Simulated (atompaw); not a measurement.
## An all-electron radial function and its pseudo partner (Cd (Z = 48))

Columns: radius, all-electron u(r) and pseudo u(r) of the 4d shell (level -13.69 eV) of cadmium in the configuration [Kr] 4d10 5s1.5 5p0.5; LDA (PW92), non-relativistic, PAW (atompaw) scheme, atompaw 4.2.0.5.

| r (bohr) | all-electron | pseudo |
| --- | --- | --- |
| 0.110 | 0.2808 | -0.0090 |
| 0.219 | 0.4885 | -0.0656 |
| 0.329 | 0.2870 | -0.1949 |
| 0.438 | -0.0799 | -0.3830 |
| 0.548 | -0.4322 | -0.5929 |
| 0.658 | -0.6933 | -0.7746 |
| 0.767 | -0.8530 | -0.8942 |
| 0.877 | -0.9312 | -0.9482 |
| 0.987 | -0.9494 | -0.9526 |
| 1.096 | -0.9286 | -0.9286 |
| 1.206 | -0.8840 | -0.8840 |
| 1.315 | -0.8272 | -0.8272 |
| 1.425 | -0.7641 | -0.7641 |
| 1.535 | -0.6997 | -0.6997 |
| 1.644 | -0.6374 | -0.6374 |
| 1.754 | -0.5776 | -0.5776 |
| 1.863 | -0.5222 | -0.5222 |
| 1.973 | -0.4706 | -0.4706 |
| 2.083 | -0.4233 | -0.4233 |
| 2.192 | -0.3807 | -0.3807 |
| 2.302 | -0.3417 | -0.3417 |
| 2.412 | -0.3065 | -0.3065 |
| 2.521 | -0.2750 | -0.2750 |
| 2.631 | -0.2464 | -0.2464 |
| 2.740 | -0.2210 | -0.2210 |
| 2.850 | -0.1979 | -0.1979 |

Problem. How many radial nodes do the two functions have?

Solution. The all-electron 4d function has n − l − 1 = 1; the pseudo-wave has 0, since the states of the same l below it are removed with the core.

Problem. At about which radius was the pseudo-wave matched?

Solution. 1.10 bohr, where the columns begin to agree (steps of 0.11 bohr).

Problem. Is the pseudo-wave norm-conserving?

Solution. No, it belongs to a PAW set: the norm inside the radius is not constrained, and the difference is carried by the augmentation charge.
